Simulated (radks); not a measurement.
Values are calculated unless marked as measured or tabulated.
Spherical quantum dot in the effective-mass picture: electrons in a hard-walled sphere of radius 2.62, with a point charge +2 (a donor) at the centre, all in effective atomic units (hartree* = m*/eps^2 hartree, bohr* = eps/m* bohr), one dielectric constant everywhere. Level of theory: non-relativistic Kohn-Sham, r2SCAN, spin-polarised, spherical densities, generalised Kohn-Sham scheme (a radial shooting solver with Libxc functionals). Levels are named by radial order and angular momentum (1s, 1p, 1d, 2s, ...), and open shells are averaged over m. Results are scaled to m* = 0.322 and eps = 14.5, for which hartree* = 41.67 meV and bohr* = 2.383 nm.

N = 13, configuration 1s2 1p6 1d(up 4, down 0) 2s(up 1, down 0). This is the lowest configuration that the search found. Occupied and some empty levels:

| level | occupation | eigenvalue (meV) | <r> (nm) |
|---|---|---|---|
| 1s up | 1 | 238.44 | 2.809 |
| 1s down | 1 | 244.32 | 2.865 |
| 1p up | 3 | 274.00 | 3.971 |
| 1p down | 3 | 280.63 | 3.925 |
| 2s up | 1 | 297.89 | 2.952 |
| 1d up | 4 | 309.20 | 4.248 |
| 2s down | 0 | 310.36 | 2.974 |
| 1d down | 0 | 317.49 | 4.229 |
| 1f up | 0 | 353.55 | 4.431 |
| 1f down | 0 | 363.08 | 4.425 |
| 2p up | 0 | 396.31 | 3.152 |
| 2p down | 0 | 403.15 | 3.223 |
| 1g up | 0 | 406.90 | 4.571 |
| 1g down | 0 | 417.45 | 4.570 |

Energy (meV): total 1818.12, kinetic 1014.7, external -861.00, Hartree 1972.6, exchange-correlation -308.16.

Electron density:

| r (nm) | n(r) (e/nm^3) |
|---|---|
| 0.315 | 0.1755 |
| 0.783 | 0.08265 |
| 1.25 | 0.04220 |
| 1.72 | 0.02569 |
| 2.19 | 0.02043 |
| 2.65 | 0.02037 |
| 3.12 | 0.02217 |
| 3.59 | 0.02355 |
| 4.06 | 0.02270 |
| 4.52 | 0.01869 |
| 4.99 | 0.01213 |
| 5.46 | 0.005292 |
| 5.93 | 0.0008539 |
